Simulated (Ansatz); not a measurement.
The first iterations of a band of GeH6OSSi (10 atoms, charge 0, multiplicity 1).

All numbers below come from RKS PBE0-D4/def2-SVP in Ansatz.

```json
{
  "movable images": "5",
  "climbing image": "yes",
  "spring": "5.0 eV/Å²",
  "optimiser": "quadratic models (default)",
  "start path": "through a guess of the saddle point",
  "force threshold": "0.05 eV/Å",
  "iteration limit": "60",
  "end points": "relaxed"
}
```

Image 0:

```xyz
10
Properties=species:S:1:pos:R:3
O -1.661 0.284 -1.250
Si -0.693 0.931 -0.055
Ge 0.501 -0.897 0.891
S 1.909 -1.735 -0.637
H -2.129 0.902 -1.819
H -1.495 1.642 0.994
H 0.291 1.919 -0.608
H -0.411 -2.082 1.250
H 1.282 -0.467 2.152
H 2.490 -0.547 -0.915
```

Image 6:

```xyz
10
Properties=species:S:1:pos:R:3
O -0.811 1.157 -1.151
Si -1.487 1.011 0.702
Ge 0.351 -0.549 1.165
S 0.928 -1.289 -0.966
H -0.318 1.975 -1.300
H -2.333 -0.186 0.273
H -0.202 0.382 -1.386
H 0.093 -1.839 1.977
H 1.705 0.014 1.666
H 2.156 -0.727 -0.976
```

| iteration | highest image above the first end (eV) | largest band force component (eV/Å) |
| --- | --- | --- |
| 1 | 8.551 | 20.622 |
| 2 | 4.246 | 7.407 |
| 3 | 3.796 | 3.388 |
| 4 | 3.697 | 1.694 |
| 5 | 2.548 | 1.192 |
| 6 | 2.644 | 4.981 |
| 7 | 2.553 | 0.792 |
| 8 | 2.792 | 1.326 |
| 9 | 2.844 | 0.801 |
| 10 | 2.786 | 1.762 |
| 11 | 3.392 | 2.118 |
| 12 | 3.454 | 0.855 |
| 13 | 3.235 | 1.190 |
| 14 | 3.162 | 1.985 |
| 15 | 2.972 | 0.673 |

Does the band converge within its limit, and where does its top end?

The run converged. It ended after 46 iterations with the highest image 2.557 eV above the first end. Neighbouring images differ by up to 1.7 eV, so the band resolves the path poorly. A vibrational analysis at the climbing image gives one clearly imaginary mode, 133i cm⁻¹, and a faint second one (31i cm⁻¹) that may be numerical noise or a soft torsion: probably a first-order saddle point. The orbitals stay closed-shell, which can raise the energy where a bond breaks towards radicals; this wasn't checked here.

The run took 13 min on 2 threads of Arm Neoverse V1, with other jobs on the host, peak memory 0.28 GiB.
